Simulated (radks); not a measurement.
Species: Lu2.5+. Configuration: [Kr] 4d10 4f14 5s(up 1, down 0.5) 5p6 6s1 (fractional occupations, a model configuration). All-electron calculation, non-relativistic Kohn-Sham, BLYP, spin-polarised, spherical densities, point nucleus; open shells are filled with parallel spins first (spin-orbit coupling, left out, can overturn this in heavy ions); relativity is left out, which matters for an element this heavy. Program: a radial shooting solver on a logarithmic mesh with Libxc functionals.

Normalised radial functions P(r) = r R(r), r in bohr:

r,4f up,6s up
0.001506,0.0000,0.0194
0.002025,0.0000,0.0250
0.002745,0.0000,0.0322
0.00372,0.0000,0.0405
0.005042,0.0000,0.0495
0.006833,0.0000,0.0579
0.009187,0.0000,0.0634
0.01245,0.0001,0.0628
0.01687,0.0004,0.0510
0.02287,0.0012,0.0233
0.03099,0.0035,-0.0207
0.04167,0.0097,-0.0701
0.05647,0.0260,-0.1034
0.07654,0.0650,-0.0840
0.1037,0.1490,0.0049
0.1406,0.3070,0.1177
0.189,0.5485,0.1433
0.2562,0.8563,0.0085
0.3472,1.1240,-0.1822
0.4705,1.2220,-0.1868
0.6376,1.1005,0.0662
0.8642,0.8351,0.3282
1.162,0.5462,0.2962
1.575,0.2961,-0.0749
2.134,0.1293,-0.5136
2.892,0.0427,-0.6812
3.92,0.0094,-0.4889
5.27,0.0012,-0.1999
7.142,0.0001,-0.0403
9.68,0.0000,-0.0034

4f up: eigenvalue -40.476 eV, 0 radial nodes, <r> = 0.686 bohr, 90 % of the charge inside 1.16 bohr. 6s up: eigenvalue -21.177 eV, 5 radial nodes at r = 0.0272, 0.102, 0.259, 0.598, 1.50 bohr, <r> = 3.07 bohr, 90 % of the charge inside 4.36 bohr.
